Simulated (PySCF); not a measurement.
Compound: n-PeOEt, C7H16O.
Geometry (GFN2-xTB, Å), atoms numbered from 1 in this order:
```xyz
24
C7H16O angstrom
C     -3.638    0.749    0.459
C     -2.767   -0.278   -0.254
C     -1.294    0.121   -0.252
C     -0.411   -0.933   -0.915
C      1.063   -0.544   -0.874
O      1.497   -0.544    0.469
C      2.889   -0.432    0.641
C      3.458    0.943    0.290
H     -3.326    0.858    1.495
H     -4.681    0.442    0.446
H     -3.560    1.720   -0.026
H     -2.877   -1.248    0.237
H     -3.110   -0.390   -1.286
H     -0.952    0.260    0.775
H     -1.174    1.073   -0.775
H     -0.531   -1.885   -0.396
H     -0.709   -1.069   -1.958
H      1.660   -1.266   -1.455
H      1.196    0.450   -1.325
H      3.053   -0.638    1.703
H      3.404   -1.206    0.050
H      2.895    1.717    0.806
H      3.408    1.126   -0.780
H      4.498    0.994    0.601
```

Computed, not measured: PBE0/pcSseg-1 in PySCF (dipole) on a GFN2-xTB geometry, gas phase.

Take the most abundant isotopes and a rigid rotor. The values belong to one conformer with, in the numbering `[CH3:1][CH2:2][CH2:3][CH2:4][CH2:5][O:6][CH2:7][CH3:8]`, C1–C2–C3–C4 178°, C2–C3–C4–C5 -178°, C3–C4–C5–O6 66°, C4–C5–O6–C7 169°, C5–O6–C7–C8 70°.

Question: Give the principal moments of inertia and the rotational constants in GHz.

Answer: Ia = 107.03, Ib = 730.25, Ic = 774.83 u·Å²; 505379 MHz·u·Å²/I gives 4722, 692.1 and 652.2 MHz, that is A = 4.7218, B = 0.6921, C = 0.6522 GHz.

Question: What kind of rotor is it?

Answer: A near-prolate asymmetric top. Ray's parameter κ = (2B − A − C)/(A − C) = -0.980; −1 is the prolate and +1 the oblate limit.

Question: What does the inertial defect say?

Answer: Not planar: Δ = Ic − Ia − Ib = -62.44 u·Å². For a rigid frame Δ = −2 Σ m c², so Σ m c² = 31.22 u·Å² lies off the ab plane: 14.22 from hydrogen and 17.01 from heavier atoms. The atom farthest from that plane is 1.54 Å away.

Question: Give the other two planar moments, Paa and Pbb, and the rms extents of the mass along the axes.

Answer: Paa = Σ m a² = (Ib + Ic − Ia)/2 = 699.03 and Pbb = Σ m b² = (Ia + Ic − Ib)/2 = 75.81 u·Å². With the mass M = 116.12 u, the rms extents √(P/M) along a, b and c are 2.45, 0.81, 0.52 Å.

Question: List the rotational levels J(Ka,Kc) to J = 2 (K).

Answer: Above 0(0,0), as E/k:
J = 1: 1(0,1) 0.065, 1(1,1) 0.258, 1(1,0) 0.260
J = 2: 2(0,2) 0.194, 2(1,2) 0.385, 2(1,1) 0.391, 2(2,1) 0.971, 2(2,0) 0.971
The levels of one J sum to (2J + 1)J(J + 1)(A + B + C)/3.

Question: Predict some low-J microwave lines.

Answer: The dipole components are |μa| = 0.82 D, |μb| = 0.45 D, |μc| = 0.79 D. Intensities carry the squares of the components, which stand as 1.00 : 0.31 : 0.93 (a : b : c). Some lines, for components of 0.1 D or more:

```
type  branch         J(Ka,Kc)    MHz  lower level (cm⁻¹)
   a       R  4(0,4) ← 3(0,3)   5374               0.269
   a       R  4(2,2) ← 3(2,1)   5380               0.809
   b       R  3(1,3) ← 2(0,2)   7963               0.135
   c       R  3(1,2) ← 2(0,2)   8202               0.135
   c       Q  4(2,3) ← 4(1,3)  11950               0.590
   b       R  3(2,2) ← 2(1,1)  16122               0.272
   b       R  3(2,1) ← 2(1,2)  16243               0.268
   c       R  4(2,2) ← 3(1,2)  17411               0.408
   b       Q  4(3,1) ← 4(2,2)  20245               0.989
   c       R  4(4,1) ← 3(3,1)  33725               1.485
```

Question: Estimate the classical rotational partition function at 50 K, 200 K and 298.15 K.

Answer: Point group C1, symmetry number σ = 1; q = (√π/σ)·√((kT/h)³/(ABC)), k/h = 20836.6 MHz/K: 40800 at 50 K, 327000 at 200 K, 594000 at 298.15 K.

Whether it is a minimum is left open (no frequencies). Constants of a rigid frame at the computed geometry: no zero-point averaging, no centrifugal distortion. A rigid rotor knows nothing of internal rotation, which can split or shift real lines.
